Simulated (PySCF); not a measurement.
# Where the electron goes

Compound: GaCl2I.
Geometry (PBE0-D3(BJ)/def2-SVP, Å), atoms numbered from 1 in this order:
```xyz
4
Cl2GaI angstrom
Ga     0.030    0.057   -0.001
Cl     2.159    0.060    0.015
Cl    -0.968    1.937   -0.023
I     -1.220   -2.054    0.009
```

Method used: TDDFT wB97X-D/def2-SVPD, vertical, gas phase, core orbitals frozen in the response, def2 core potentials past Kr in PySCF 2.14.0, density-fitted response routines. Spin–orbit coupling is left out.

Kohn–Sham orbitals with the atoms that hold most of them (Löwdin shares over 4%, at most four atoms; ? is withheld):

| orbital | ε (eV) | atoms |
| --- | --- | --- |
| HOMO-3 | -11.43 | Cl3 47%, Cl2 46%, Ga1 5% |
| HOMO-2 | -11.28 | Cl2 30%, I4 29%, Cl3 28%, Ga1 13% |
| HOMO-1 | -10.31 | ? |
| HOMO | ? | ? |
| LUMO | -0.81 | Ga1 36%, I4 31%, Cl3 17%, Cl2 16% |
| LUMO+1 | -0.19 | Ga1 51%, I4 20%, Cl3 14%, Cl2 14% |
| LUMO+2 | 1.36 | Ga1 56%, I4 27%, Cl3 8%, Cl2 8% |

Problem. Which atoms hold the HOMO, and with what shares?

Solution. I4 (bonded to Ga) 87%; Ga1 (bonded to 2 Cl and I) 6%.

Problem. Give the leading atoms of the HOMO-1.

Solution. I4 (bonded to Ga) 85%; Ga1 (bonded to 2 Cl and I) 10%.

Problem. What is the HOMO energy, and the HOMO–LUMO gap?

Solution. ε(HOMO) = -10.12 eV; the gap is 9.31 eV (0.3422 hartree).

Problem. The HOMO–LUMO gap is 9.31 eV. Where does the response calculation put the lowest singlet, and from which orbitals?

Solution. S1 is at 4.84 eV (f = 0.013), 4.47 eV below the gap, made of HOMO→LUMO (97%). 

Problem. One configuration dominates each of S1, S2, S3, S4 and S8. Which, and how do the shares of the two leading atoms of either orbital change from the occupied to the empty one?

Solution. 
- S1 (4.84 eV, f 0.013), HOMO→LUMO (97%): I4 87% → 31%, Ga1 6% → 36%
- S2 (4.98 eV, f 0.0068), HOMO-1→LUMO (97%): I4 85% → 31%, Ga1 10% → 36%
- S3 (5.44 eV, f 0.0000), HOMO→LUMO+1 (99%): I4 87% → 20%, Ga1 6% → 51%
- S4 (5.79 eV, f 0.0023), HOMO-1→LUMO+1 (76%): I4 85% → 20%, Ga1 10% → 51%
- S8 (6.48 eV, f 0.0013), HOMO-2→LUMO+1 (98%): Cl2 30% → 14%, I4 29% → 20%, Ga1 13% → 51%

Löwdin shares depend on the basis, the more so with diffuse functions.
